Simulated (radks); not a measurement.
The magnesium ion Mg2+, 10 electrons, occupied as [Ne].

Calculated with a radial shooting solver on a logarithmic mesh with Libxc functionals: non-relativistic Kohn-Sham, LDA (Slater exchange, VWN5 correlation), spin-polarised, spherical densities, point nucleus.

Energy parts (hartree):
part                      energy
total                 -198.29151
kinetic                197.72853
electron-nucleus      -468.59429
Hartree                 87.64240
exchange-correlation   -15.06816

Orbitals (lengths in bohr, moments of r in powers of bohr):
| orbital | occ. | eigenvalue (hartree) | <r> |
|---|---|---|---|
| 1s | 2 | -46.72732 | 0.1314 |
| 2s | 2 | -3.64358 | 0.6999 |
| 2p | 6 | -2.45706 | 0.6843 |

The highest occupied level is 2p at -66.860 eV. The electron density at the nucleus is 1083 e/bohr^3. For comparison, the ionisation energy in NIST's Atomic Spectra Database is 80.144 eV (measured). In exact Kohn-Sham theory the highest level is minus the ionisation energy, but local and semilocal functionals leave it too shallow, through self-interaction and a potential that decays too fast; potentials with the right tail come closer.
